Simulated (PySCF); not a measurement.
Deuteron quadrupole couplings in `CC(C)[SiH2]C[SiH2]CC#N`

Species: C6H15NSi2.
Cartesian coordinates in Å at the GFN2-xTB level; atoms count from 1:
```xyz
24
C6H15NSi2 angstrom
C     -2.2972    1.0649   -0.9093
C     -2.2077   -0.3031   -0.2362
C     -2.8038   -0.2380    1.1684
Si    -0.4153   -0.9667   -0.2218
C      0.7075    0.1744    0.8121
Si     2.5194   -0.3540    0.9450
C      3.2907   -0.3019   -0.8136
C      3.1290    0.9934   -1.3857
N      2.9794    2.0447   -1.8143
H     -1.7350    1.8089   -0.3484
H     -3.3328    1.3993   -0.9645
H     -1.8980    1.0268   -1.9205
H     -2.8186   -0.9999   -0.8207
H     -2.2576    0.4720    1.7866
H     -2.7669   -1.2123    1.6512
H     -3.8441    0.0838    1.1306
H      0.0679   -1.0397   -1.6084
H     -0.4040   -2.3170    0.3620
H      0.2951    0.2577    1.8170
H      0.6741    1.1775    0.3846
H      3.2844    0.5553    1.8074
H      2.6696   -1.7343    1.4175
H      4.3536   -0.5399   -0.7747
H      2.7986   -1.0319   -1.4566
```

Level: PBE0/pcSseg-1 (PySCF, non-relativistic); Q(2H) = 0.00286 b; rigid geometry, the same for H and D, with no vibrational averaging.

Question: Rank these positions by the coupling χzz of a deuteron there, largest first.
A. H19 (methylene hydrogen)
B. H15 (methyl hydrogen)
C. H18 (Si–H hydrogen)
D. H13 (methine hydrogen)

Answer: A (217 kHz), B (211 kHz), D (202 kHz), C (106 kHz).

Q: Give the electric field gradient Vzz (the principal value of largest size), its asymmetry and the 2H coupling at each hydrogen.

A: 
```csv
atom,bonded to,bond length (Å),Vzz (au),η,χzz (kHz)
H10,C1,1.088,0.3136,0.02,211
H11,C1,1.090,0.3124,0.02,210
H12,C1,1.088,0.3141,0.02,211
H13,C2,1.096,0.3013,0.02,202
H14,C3,1.088,0.3140,0.02,211
H15,C3,1.088,0.3146,0.02,211
H16,C3,1.090,0.3122,0.02,210
H17,Si4,1.470,0.1587,0.03,107
H18,Si4,1.471,0.1581,0.01,106
H19,C5,1.089,0.3226,0.01,217
H20,C5,1.091,0.3155,0.01,212
H21,Si6,1.468,0.1576,0.02,106
H22,Si6,1.467,0.1594,0.01,107
H23,C7,1.090,0.3110,0.05,209
H24,C7,1.090,0.3091,0.04,208
```

Q: Average by the element that carries the hydrogen.

A: on C: 210 kHz over 11 positions, mean bond length 1.090 Å; on Si: 106 kHz over 4 positions, mean bond length 1.469 Å.

Q: A static deuteron (I = 1) shows a doublet split by (3/2)χ, (3/4)χ(1 + η) and (3/4)χ(1 − η) with the field along z, y and x of the gradient. What are these for H17?

A: With |χ| = 106.6 kHz and η = 0.025: 160, 82 and 78 kHz, to first order and without motion.

One conformer (not necessarily the lowest) at the GFN2-xTB geometry, without solvent, vibrations or thermal averaging. GFN2-xTB bond lengths can be off by several hundredths of an ångström, more for odd bonds, and the gradients follow them. These gradients aren't converged with respect to the basis.
